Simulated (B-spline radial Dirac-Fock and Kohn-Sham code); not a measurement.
# Dipole and non-dipole photoemission parameters of Cr³⁺ 3p3/2

System: chromium as Cr³⁺, [Ar] 3d3; threshold 91.66 eV (orbital energy of the model). Method: Dirac-Hartree-Slater photoionisation with a Latter tail; cross sections with all multipoles, angular parameters from the dipole term and its interference with E2. Computed with a B-spline atomic structure program.

```
hν (eV)  σ (kb)       β       γ       δ
    100     720  -0.037   0.025   0.057
    150     778   1.103   0.104   0.004
    216     570   1.451   0.009  -0.001
    221     555   1.464   0.005  -0.001
    224     545   1.472   0.003  -0.001
    312     340   1.590  -0.021   0.001
    345     289   1.609  -0.016   0.002
    375     250   1.620  -0.008   0.003
    397     226   1.625  -0.001   0.003
    484     155   1.632   0.035   0.005
    544     122   1.629   0.064   0.006
    600    99.7   1.622   0.091   0.007
    670    78.5   1.611   0.127   0.008
    871    43.0   1.570   0.225   0.011
    872    42.9   1.570   0.225   0.011
 1253.6    17.5   1.483   0.385   0.019
   1640    8.60   1.401   0.515   0.028
   1710    7.68   1.386   0.535   0.030
   2000    4.98   1.331   0.613   0.037
   2570    2.43   1.233   0.738   0.052
   2790    1.91   1.199   0.779   0.058
 2984.4    1.56   1.170   0.812   0.063
   4000   0.640   1.040   0.956   0.090
   4310   0.507   1.006   0.992   0.098
   4810   0.358   0.955   1.043   0.111
 5414.7   0.244   0.899   1.095   0.127
  11200       ?       ?       ?       ?
  12600  0.0139   0.516   1.396   0.288
```

Q: Give the values at 11200 eV.

A: σ = 0.0210 kb, β = 0.566, γ = 1.358, δ = 0.260.
